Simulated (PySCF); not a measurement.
This PySCF input asks for the NMR shieldings of `C[N](C)[AlH2-][O+](C)C`, C4H14AlNO; the geometry comes from GFN2-xTB.

```python
import basis_set_exchange as bse
import numpy as np
from pyscf import gto, dft
from pyscf.prop import nmr

atoms = """
C     1.696881    1.435446    0.826253
N     1.433908    0.197727    0.123041
C     2.676568   -0.388104   -0.345277
Al    0.195981   -1.028347   -0.368681
O    -1.499237   -0.239314   -0.132836
C    -1.921701    1.089177    0.070015
C    -2.554840   -1.159274   -0.277767
H     0.782212    1.820635    1.276011
H     2.107928    2.200451    0.151928
H     2.426942    1.277832    1.630914
H     3.361649   -0.611410    0.481831
H     2.437799   -1.324863   -0.853373
H     3.201124    0.266697   -1.051962
H     0.084506   -1.333098   -1.905529
H     0.046211   -2.262453    0.588556
H    -1.021721    1.699142    0.090782
H    -2.461674    1.184444    1.017395
H    -2.566229    1.418674   -0.750609
H    -3.153667   -1.213875    0.635565
H    -2.086170   -2.124308   -0.466447
H    -3.195390   -0.888237   -1.121471
"""
names = dict.fromkeys(["C", "N", "Al", "O", "H"], "pcSseg-1")
basis = {el: gto.basis.parse(bse.get_basis(n, elements=[el], fmt="nwchem")) for el, n in names.items()}
mol = gto.M(atom=atoms, basis=basis, charge=0, verbose=0)
mf = dft.RKS(mol, xc="PBE0")
mf.grids.level = 2
mf.grids.alignment = dft.numint.BLKSIZE   # the property module wants whole blocks of grid points
mf.conv_tol = 1e-9
mf.kernel()

calc = nmr.RKS(mf)   # GIAO
C = mf.mo_coeff
Co = C[:, mf.mo_occ > 0]
resp = mf.gen_response(singlet=True, hermi=2)
def vind(x):   # induced exchange potential for any number of trial vectors
    d = np.einsum("pi,xij,qj->xpq", C, 2 * x.reshape(-1, C.shape[1], Co.shape[1]), Co, optimize=True)
    return np.einsum("xpq,pi,qj->xij", resp(d - d.transpose(0, 2, 1)), C, Co, optimize=True).ravel()
mo1, _ = nmr.rhf.solve_mo1(calc, with_cphf=vind)
sigma = calc.kernel(mo1)
for i, s in enumerate(sigma):   # ppm
    w = np.linalg.eigvalsh((s + s.T) / 2)
    print("%2d %-2s iso %8.1f  s11 %8.1f  s22 %8.1f  s33 %8.1f" % (i, mol.atom_pure_symbol(i), w.mean(), *w))
```

Q: What does it print?

A: 
```
 0 C  iso    143.5  s11    118.7  s22    128.6  s33    183.2
 1 N  iso    257.9  s11    234.6  s22    254.0  s33    285.1
 2 C  iso    146.1  s11    115.7  s22    143.7  s33    178.9
 3 Al iso    457.7  s11    409.7  s22    455.9  s33    507.5
 4 O  iso    341.1  s11    304.6  s22    342.5  s33    376.2
 5 C  iso    126.1  s11     94.6  s22     99.8  s33    183.9
 6 C  iso    126.6  s11     93.8  s22    104.0  s33    181.9
 7 H  iso     28.7  s11     23.5  s22     28.7  s33     34.0
 8 H  iso     28.9  s11     24.3  s22     26.7  s33     35.7
 9 H  iso     29.1  s11     24.8  s22     26.6  s33     35.9
10 H  iso     29.4  s11     24.5  s22     27.3  s33     36.3
11 H  iso     28.9  s11     23.9  s22     27.7  s33     35.1
12 H  iso     29.2  s11     24.3  s22     26.9  s33     36.5
13 H  iso     27.8  s11     24.0  s22     26.6  s33     32.7
14 H  iso     27.8  s11     24.0  s22     26.8  s33     32.7
15 H  iso     27.0  s11     21.3  s22     27.9  s33     31.9
16 H  iso     28.1  s11     25.0  s22     25.2  s33     34.2
17 H  iso     28.3  s11     24.9  s22     25.6  s33     34.3
18 H  iso     28.4  s11     24.6  s22     25.7  s33     34.9
19 H  iso     27.0  s11     22.2  s22     26.0  s33     32.9
20 H  iso     28.5  s11     24.8  s22     25.8  s33     34.8
```

These numbers come from an equivalent density-fitted implementation of the same equations, which agrees with the script to about 0.01 ppm for H and up to a few tenths of a ppm for heavy atoms, so last digits may differ.

Size and cost of the density-fitted run: 196 basis functions, 39 s wall time on 1 thread of an Arm Neoverse V1, shared host; peak memory 0.86 GiB.
